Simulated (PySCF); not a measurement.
## C5H8OSi: core ionisation energies

Compound: C₅H₈OSi.
Structure used (PBE0-D3(BJ)/def2-SVP), in Å, numbered top down from 1:
```xyz
15
C5H8OSi angstrom
C      3.376   -0.964   -0.069
C      2.166   -0.978   -0.197
Si     0.338   -1.010   -0.363
C     -0.547   -0.238    1.112
C     -1.561    0.670    0.399
C     -0.908    1.174   -0.890
O     -0.209    0.102   -1.495
H      4.446   -0.948    0.042
H     -0.064   -2.387   -0.760
H      0.183    0.354    1.689
H     -1.018   -0.948    1.806
H     -2.459    0.086    0.136
H     -1.895    1.510    1.029
H     -0.207    2.003   -0.669
H     -1.655    1.556   -1.605
```

Method: PySCF 2.14.0, delta-SCF UKS SCAN, pcX-2 on the ionised atom, pcseg-1 elsewhere, spin-free X2C. Each binding energy is the total energy of the core-ionised species, with the hole localised on one atom, minus that of the ground state; both are solved self-consistently, so orbital relaxation is included.

Question: What binding energy does each computed site have?

Answer: 
```tsv
atom(s)	bonded to	level	binding energy (eV)	2p1/2 (eV)	above the level's lowest (eV)	count
C1	C (triple bond) and H	C 1s	290.48	–	+0.28	1
C2	C (triple bond) and Si	C 1s	290.20	–	0.00	1
Si3	O, 2 C and H	Si 2p3/2	107.18	107.80	0.00	1
Si3	O, 2 C and H	Si 1s	1847.13	–	0.00	1
C4	C, 2 H and Si	C 1s	290.20	–	0.00	1
C5	2 C and 2 H	C 1s	290.82	–	+0.62	1
C6	O, C and 2 H	C 1s	292.08	–	+1.88	1
O7	C and Si	O 1s	537.64	–	0.00	1
```

Lowest listed C 1s: C2, bonded to C (triple bond) and Si. Highest, 1.88 eV above it: C6, bonded to O, C and 2 H. Summing the Pauling electronegativity differences to the bonded atoms, each weighted by its formal bond order, gives -0.65 for the lowest site and +0.19 for the highest; no listed site has a larger sum than the highest. The smallest sum, -1.35, belongs to C4, 0.00 eV above the lowest. The values 290.20 and 290.20 eV lie too close for their order to be trusted.

Question: Which photon energy gives electrons from O 1s of O7 a kinetic energy of 150 eV, and what is their de Broglie wavelength?

Answer: hν = 537.64 + 150 = 687.64 eV, recoil neglected; λ = 12.264 Å/√(E/eV) = 1.00 Å.

Question: Which photon wavelength matches the O 1s of O7 threshold?

Answer: λ = hc/E = 12398.42 eV Å / 537.64 eV = 23.061 Å.

Spin contamination (⟨S²⟩ against 0.75 for a pure doublet) is marked for C 1s of C1 (0.86) and C 1s of C2 (0.86), which makes these values less certain. The 2p values aren't plain energy differences: one relaxed spin-free 2p hole is combined with a matrix within the shell (ground-state 2p orbital-energy differences and spin–orbit coupling). 2p3/2, the mean of its two sublevels, lies a third of the splitting below the shell's mean and 2p1/2 two thirds above it; the statistical areas are 2:1. 2p1/2 minus 2p3/2 (ligand field included): Si 0.62 eV. One conformer (not necessarily the lowest) at the PBE0-D3(BJ)/def2-SVP geometry, without solvent, vibrations or thermal averaging.

On one thread, Intel Xeon at 2.50 GHz (x86_64) (shared host), this took 7.1 min wall, 5.7 min CPU and 0.80 GiB of memory at its peak.
